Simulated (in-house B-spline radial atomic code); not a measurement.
**BP86 excitations of Ar⁸⁺**

Method: BP86. Computed with a B-spline radial code for spherical atoms: linear response of the closed shell [He] 2s2 2p6 with the functional's adiabatic kernel; scalar-relativistic (spin-free one-electron X2C), finite nucleus, no spin-orbit coupling, no double excitations, S, P, D and F terms only. Only terms of natural parity with L up to 3 were computed.

Command:
```bash
python run_td.py task.json out
```
Settings (radii: box in bohr, nucleus in fm):
```
Z                        18
electrons                10
configuration            [He] 2s2 2p6
hamiltonian              x2c
method                   b88,p86
box_radius               11.59
rms_radius               3.4274
intervals                70
```

Time taken, with all properties: 0.4 s on 1 thread of Arm Neoverse N1, with other jobs on the host.

The lowest states, in the order of their Tamm-Dancoff energies; the method's threshold (minus the highest occupied level) is 395.46 eV. Labels give the largest channel, * marks a mixed state, and oscillator strengths are full-response dipole values. Semilocal kernels can invert the small singlet-triplet splittings of Rydberg terms. Energies in eV:

```csv
state,full response,Tamm-Dancoff,oscillator strength
2p → 3s 3P,243.58,243.59,-
2p → 3s 1P,245.13,245.16,0.199
2p → 3p 3S,?,?,-
2p → 3p 3D,260.56,260.58,-
2p → 3p 1D,261.77,261.77,-
2p → 3p 1S,271.21,271.83,-
2p → 3d 3P,283.62,283.64,-
2p → 3d 3F,283.80,283.82,-
2p → 3d 1F,284.78,284.78,-
2p → 3d 1P,?,?,?
```

**Question.** Where does 2p → 3d 1P lie?

**Answer.** At 289.53 eV in full response, 289.71 eV in Tamm-Dancoff, oscillator strength 1.75.

**Question.** Where does 2p → 3p 3S lie?

**Answer.** At 259.39 eV in full response, 259.44 eV in Tamm-Dancoff.

**Question.** How large is the singlet-triplet splitting of 2p → 3s (P terms) in Tamm-Dancoff?

**Answer.** 1.56 eV, from the unrounded values.

**Question.** What polarisabilities and dispersion coefficient does the method give?

**Answer.** Dipole 0.03808 bohr³, quadrupole 0.01135 bohr⁵, C6 0.01409 hartree·bohr⁶ for two such species.
